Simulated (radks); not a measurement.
Results of a calculation; reference values are marked as such.
Si+, configuration [He] 2s2 2p(1/2: 1, 3/2: 4) 3s2 3p(1/2: 2, 3/2: 0) (not the ground configuration). Code: a radial shooting solver on a logarithmic mesh with Libxc functionals. Model: Dirac Kohn-Sham, PBE, spin-unpolarised, spherical densities, finite nucleus; Fermi nuclear charge, rms radius 3.1224 fm.

Normalised radial functions P(r) = r R(r) (large component), r in bohr:

| r | 1s1/2 | 2s1/2 | 2p1/2 |
|---|---|---|---|
| 0.007423 | 0.6882 | 0.1880 | 0.0052 |
| 0.01064 | 0.9411 | 0.2568 | 0.0102 |
| 0.01537 | 1.2703 | 0.3456 | 0.0202 |
| 0.02204 | 1.6559 | 0.4478 | 0.0391 |
| 0.03184 | 2.0833 | 0.5557 | 0.0756 |
| 0.04563 | 2.4617 | 0.6368 | 0.1405 |
| 0.06593 | 2.6837 | 0.6431 | 0.2550 |
| 0.0945 | 2.5982 | 0.5036 | 0.4336 |
| 0.1365 | 2.1216 | 0.1463 | 0.6933 |
| 0.1957 | 1.3768 | -0.4069 | 0.9953 |
| 0.2828 | 0.6319 | -1.0232 | 1.2623 |
| 0.4053 | 0.1855 | -1.3829 | 1.3403 |
| 0.5856 | 0.0271 | -1.2653 | 1.1293 |
| 0.8394 | 0.0016 | -0.7780 | 0.7095 |
| 1.213 | 0.0000 | -0.2888 | 0.2954 |
| 1.738 | 0.0000 | -0.0590 | 0.0746 |
| 2.511 | 0.0000 | -0.0048 | 0.0086 |
| 3.6 | 0.0000 | -0.0001 | 0.0004 |
| 5.201 | 0.0000 | 0.0000 | 0.0000 |
| 7.455 | 0.0000 | 0.0000 | 0.0000 |

1s1/2: eigenvalue -1825.5 eV, 0 radial nodes, <r> = 0.111 bohr, 90 % of the charge inside 0.199 bohr. 2s1/2: eigenvalue -168.11 eV, 1 radial node at r = 0.152 bohr, <r> = 0.553 bohr, 90 % of the charge inside 0.867 bohr. 2p1/2: eigenvalue -125.77 eV, 0 radial nodes, <r> = 0.513 bohr, 90 % of the charge inside 0.855 bohr.
